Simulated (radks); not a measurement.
Task: These are the eigenvalues of the occupied orbitals of an atom or ion with whole-number occupations (Ry). Method: Dirac Kohn-Sham, PBE, spin-unpolarised, spherical densities, finite nucleus; Fermi nuclear charge, rms radius of each element as measured or else 0.836 A^(1/3) + 0.57 fm; computed with a radial shooting solver on a logarithmic mesh with Libxc functionals.

1s1/2: -1158.583
2s1/2: -201.4959
2p1/2: -188.0386
2p3/2: -183.5307
3s1/2: -66.92122
3p1/2: -62.22584
3p3/2: -61.29243

Which element is it, and in what charge state? The configuration may be excited. Open shells, if any, are shared by 2j + 1.

Result: Z = 37, rubidium, charge +19: Rb19+ in [Ar]. The list shows which subshells hold electrons but not how many an open one holds; the 1s level, -579.29 hartree, gives Z - s = 34.0 by -(Z - s)^2/2, which with screening and relativity narrows Z to a few neighbours, and the depths of the outer levels then fix element, charge and occupations together.
